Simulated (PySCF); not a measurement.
## Relaxation of doublet HHfO

Level of theory: UPBE0 in PySCF with Hf def2-TZVP with ECP60, O def2-TZVP, H def2-TZVP; scalar-relativistic core potentials, no spin–orbit coupling; density-fitted integrals. A (50,194) grid was used.

A start displaced from a saddle point along its imaginary mode, of Cs symmetry, held to at least that symmetry:

Coordinates in bohr (charge 0 multiplicity 2):
```
Hf   -0.0027   -0.0003    0.2503
O     0.0166    0.0017   -3.0763
H     0.2256    0.0233    4.1355
```

Problem. What does it relax to?

Solution. It ends at Cs with Hf–H 1.856 Å, Hf–O 1.734 Å; H–Hf–O 103.8° (after a last refinement on a finer grid). A frequency run shows a minimum. Other isomers or separated fragments may lie lower.

Problem. How much energy is released, and in how many steps?

Solution. 117.8 kJ/mol in 12 steps.

Open d and f shells are described by one determinant, and the ground state may have another occupation or spin. No spin–orbit coupling is included, which matters more the heavier the element.

The relaxation took 21 s on 2 threads of a shared Arm Neoverse V2 host, with 77 basis functions and 13 gradients; the process peaked at 0.74 GiB.
